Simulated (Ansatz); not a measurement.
`O[Si@H]1B[Si@@H]1[SiH3]`, one more setting.

```yaml
crystal:
  periodic: [false, false, false]
  atoms:
    - {symbol: O, position_ang: [-0.099155, 1.163122, 3.017211]}
    - {symbol: Si, position_ang: [0.068363, 0.273275, 1.656598]}
    - {symbol: B, position_ang: [-0.971374, -1.181422, 1.132145]}
    - {symbol: Si, position_ang: [-0.893685, -0.902994, -0.720182]}
    - {symbol: Si, position_ang: [0.788883, 0.049596, -2.033672]}
    - {symbol: H, position_ang: [0.439043, 1.951954, 3.109726]}
    - {symbol: H, position_ang: [1.160677, 0.870637, 0.845233]}
    - {symbol: H, position_ang: [-1.869394, -1.696511, 1.718222]}
    - {symbol: H, position_ang: [-2.004077, -1.319899, -1.629452]}
    - {symbol: H, position_ang: [2.089632, 0.136066, -1.323376]}
    - {symbol: H, position_ang: [0.964062, -0.808836, -3.237897]}
    - {symbol: H, position_ang: [0.403924, 1.409911, -2.500554]}
basis:
  gaussian: {orbitals: aug-cc-pVTZ}
total_charge: -1
magnetization: {spin_polarized: true, initial_magnetization: 1}
hamiltonian: {xc: {name: PBE}, dispersion: d3bj}
output: {forces: true}
```

```sh
$ ansatz run in.yaml --threads 4 --pin off --events-out ev --progress --plain --max-ram 10444MiB
```

Shortened log:

```
Functional definition: PBE
  name "PBE"
  cite "Perdew, Burke & Ernzerhof, Phys. Rev. Lett. 77, 3865 (1996) doi:10.1103/PhysRevLett.77.3865"
  parent pbe
  parameter kappa = 0.804
  parameter beta = 0.06672455060314922
  exchange = pbe_x(kappa = kappa, mu = beta*pi^2/3)
  correlation = pbe_c(beta = beta)
1904 factors; their error is unknown
mean field evaluation 1: about -26443.4262 eV, gradient 4.6e1 eV
mean field evaluation 2: about -26328.5435 eV, gradient 9.9e1 eV
mean field evaluation 4: about -26454.1310 eV, gradient 2.1e1 eV
mean field evaluation 8: about -26456.4742 eV, gradient 6.4e-1 eV
mean field evaluation 16: about -26456.4478 eV, gradient 6.4e-3 eV
mean field -26456.44777984 eV, -972.2565230848 hartree, gradient 1.2e-5 eV, S^2 0.756673; 8 other end points of the search recorded, 0 dependent functions left out
the calculation of the forces begins
reference -26456.44787557 eV, -972.2565266029 hartree; 32, 31 occupied and 371, 372 virtual orbitals, 1904 factors
Total energy: -26456.77010265 eV, -972.2683682297 hartree
Atom 0 at    -0.099155     1.163122     3.017211 Å, force    -0.347360     0.392950     1.698065 eV/Å
Atom 1 at     0.068363     0.273275     1.656598 Å, force    -0.318957    -0.792498    -0.925686 eV/Å
Atom 2 at    -0.971374    -1.181422     1.132145 Å, force     0.187151     0.333815     0.702220 eV/Å
Atom 3 at    -0.893685    -0.902994    -0.720182 Å, force     0.365467    -0.438515    -1.219003 eV/Å
Atom 4 at     0.788883     0.049596    -2.033672 Å, force    -0.829211    -0.524709     0.595686 eV/Å
Atom 5 at     0.439043     1.951954     3.109726 Å, force     0.438850     0.535593     0.056199 eV/Å
Atom 6 at     1.160677     0.870637     0.845233 Å, force     0.238592     0.186017    -0.152625 eV/Å
Atom 7 at    -1.869394    -1.696511     1.718222 Å, force    -0.170131    -0.148161     0.119514 eV/Å
Atom 8 at    -2.004077    -1.319899    -1.629452 Å, force    -0.219138    -0.049913    -0.247945 eV/Å
Atom 9 at     2.089632     0.136066    -1.323376 Å, force     0.329169     0.074805     0.022699 eV/Å
Atom 10 at     0.964062    -0.808836    -3.237897 Å, force     0.158007    -0.012234    -0.407613 eV/Å
Atom 11 at     0.403924     1.409911    -2.500554 Å, force     0.167560     0.442850    -0.241509 eV/Å
Dipole moment:     0.345549     0.258461    -0.213705 e Å
```

Hardware: 4 threads of a server CPU on a shared host. Wall time 12 s, peak host memory 1.4 GiB.
